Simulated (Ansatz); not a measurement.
Computed with Ansatz on PBE0-D4/def2-TZVP structures; ΔE is electronic, products minus reactants. CCSD(T)/CBS adds triple-zeta CCSD(T) − MP2 to the extrapolated MP2 energy (def2 sets, frozen cores). Functionals use def2-TZVPP. One conformer a species, not always the lowest.

Reaction (ligand exchange at the Al–N bond): `[AlH2]/[N]=C\[SiH3]` + `O[SiH](O)O` → `O[SiH](O)[O][AlH2]` + `N=C[SiH3]`

(1) Is it downhill or uphill in electronic energy at CCSD(T)/CBS, and by how much? (Best estimate.)

(2) What do these levels give: PBE-D4, PBE0-D4, B2PLYP, r2SCAN, PBE0, HF/def2-TZVPP, MP2/def2-TZVPP, SCS-MP2/def2-TZVPP, CCSD/def2-TZVPP, SCS-MP2/def2-QZVPP, MP2/CBS(def2), CCSD/CBS(def2)? (Estimate.)

Largest T1 diagnostic among the species: 0.015.

Results:

(1) Computed: Downhill: ΔE = -81.5 kJ/mol.

(2) Computed: PBE-D4 -63.6, PBE0-D4 -71.1, B2PLYP -78.0, r2SCAN -71.8, PBE0 -71.3, HF/def2-TZVPP -92.6, MP2/def2-TZVPP -80.6, SCS-MP2/def2-TZVPP -84.2, CCSD/def2-TZVPP -84.7, SCS-MP2/def2-QZVPP -84.6, MP2/CBS(def2) -80.2, CCSD/CBS(def2) -84.2 kJ/mol.

In def2-TZVPP, CCSD(T) changes the Hartree–Fock value by +10.6 kJ/mol (the triples alone add +2.7 kJ/mol) and MP2 by +12.0 kJ/mol. From PBE to PBE0 (25 % exact exchange), in def2-TZVPP and without D4, ΔE moves by −7.4 kJ/mol.
